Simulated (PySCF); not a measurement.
HgI₂ (SMILES [I][Hg][I]), singlet, geometry from GFN2-xTB (such geometries of metal compounds can be far from the true shape) (core potentials on Hg, I). Base run: DF-CAMB3LYP/def2-SVP in PySCF.

Here is a job for PySCF.
```python
from pyscf import gto, scf, dft

mol = gto.Mole()
mol.atom = '''
    Hg    0.00000000    0.00000000    0.00000000
    I     0.00000000    0.00000000    2.59145947
    I    -0.00000000   -0.00000000   -2.59145947
'''
mol.basis = 'def2-svp'
mol.ecp = {'Hg': 'def2-svp', 'I': 'def2-svp'}
mol.verbose = 4
mol.build()

mf = dft.RKS(mol)
mf.xc = 'camb3lyp'
mf = mf.density_fit(auxbasis='def2-universal-jkfit')
mf.kernel()
```

Each row names what was changed in the base input (with any setting that the change needs).

| change | basis functions | E (Eh) | HOMO (eV) | HOMO-LUMO gap (eV) | core-seconds (rough) |
|---|---|---|---|---|---|
| base | 84 | -748.92807 | -8.86 | 7.05 | 5 |
| basis = LANL2DZ | 34 | -65.47086 | -8.97 | 7.36 | 2 |
| basis = def2-SV(P) | 77 | -748.92574 | -8.86 | 7.05 | 5 |
| basis = def2-SVPD | 105 | -748.93711 | -8.92 | 7.05 | 6 |
| basis = def2-TZVP | 143 | -748.96467 | -8.93 | 7.15 | 9 |
| basis = def2-TZVPP | ? | ? | -8.93 | 7.16 | 10 |
| basis = def2-TZVPD | 164 | -748.96503 | -8.94 | 7.14 | 10 |
| basis = def2-QZVP | 236 | -748.96967 | -8.93 | 7.16 | 20 |
| basis = def2-QZVPP | ? | ? | -8.93 | 7.16 | 20 |

What belongs in the gaps?


- basis = def2-TZVPP, basis functions: 159
- basis = def2-TZVPP, E (Eh): -748.96563
- basis = def2-QZVPP, basis functions: 252
- basis = def2-QZVPP, E (Eh): -748.96990

Totals compare only among sets that treat the same electrons; sets with core potentials leave the core out.
